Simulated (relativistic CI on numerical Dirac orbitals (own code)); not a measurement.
Re⁷⁺: L2,3 absorption edge

Computed with this model: Dirac-Coulomb-Breit CI, orbitals from a KLI potential per configuration, QED by a radiative potential, valence Slater integrals scaled by 0.8, multiplet model of core-to-valence dipole absorption; configurations [Xe] 4f14 → [He] 2s2 2p5 3s2 3p6 3d10 4s2 4p6 4d10 4f14 5s2 5p6 5d; 80 K; Lorentzian 7.5 eV and Gaussian 1 eV FWHM. Energies are those of the free ion, without screening or charge transfer. The branching ratio is the share of the lower-energy edge in the whole absorption, uncertain by about 0.02 where the edges overlap. S is read from ⟨S²⟩ = S(S + 1).

Field parameters in Wybourne normalisation: Oh B⁴₀ = 21Dq, B⁴₄ = √(5/14) B⁴₀. The field is a parameter set, without covalency.

free ion: ground-state S = 0.00, centroid 10958.06 eV, branching ratio 0.711. Peaks (eV, height): 10547.0 (100), 11970.0 (41).

Oh, 10Dq = 22550 cm⁻¹: ground-state S = 0.00, centroid 10958.06 eV, branching ratio 0.711. Peaks (eV, height): 10547.0 (100), 11969.5 (42).

Oh, 10Dq = 35100 cm⁻¹: ground-state S = 0.00, centroid 10958.06 eV, branching ratio 0.711. Peaks (eV, height): 10547.5 (100), 11969.0 (44).

The statistical ratio of this edge is 2/3 = 0.667. Values above it arise where the holes sit mainly in the j = l + 1/2 valence subshell or the ground state has high spin; values below it where core-valence Coulomb terms move weight to the upper edge, as in nearly empty shells. At deep edges of heavy elements the radial integrals of the two core levels differ, which raises the baseline.

Strongest unbroadened transitions for Oh, 10Dq = 35100 cm⁻¹:

```
Energy (eV)  Relative strength
   10543.53                0.0
   10543.68               25.0
   10544.92               63.2
   10548.43                2.9
   10548.86              100.0
   11968.45               56.7
   11973.25               21.1
```
